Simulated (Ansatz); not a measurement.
Ansatz (an electronic-structure program) input:

Ansatz 0.2 input:
```yaml
crystal:
  periodic: [false, false, false]
  atoms:
    - {symbol: Si, position_ang: [0.03479739, 0.88481492, 0.01309844]}
    - {symbol: F, position_ang: [0.01048524, 1.42650661, -1.53491448]}
    - {symbol: C, position_ang: [-1.59635151, -0.06571374, 0.21233239]}
    - {symbol: C, position_ang: [1.60622609, -0.17449807, 0.12375432]}
    - {symbol: H, position_ang: [-2.45409979, 0.58877033, 0.09132677]}
    - {symbol: H, position_ang: [-1.66864728, -0.53554425, 1.18768425]}
    - {symbol: H, position_ang: [-1.66565728, -0.84609321, -0.54461355]}
    - {symbol: H, position_ang: [1.69951634, -0.65129395, 1.09391518]}
    - {symbol: H, position_ang: [1.58152096, -0.95526914, -0.63542516]}
    - {symbol: H, position_ang: [2.49847770, 0.42075994, -0.04406351]}
basis:
  gaussian:
    orbitals: def2-TZVP
hamiltonian:
  xc: b3lyp
  dispersion: d3bj
magnetization: {spin_polarized: true, initial_magnetization: 1}
relax: {f_tol: 0.002, max_steps: 150}
```

Task: Which total energy does the run end on?

Result: -469.31928 Eh (B3LYP-D3(BJ)/def2-TZVP). The basis has 166 functions.

It need not be the lowest isomer of its formula.
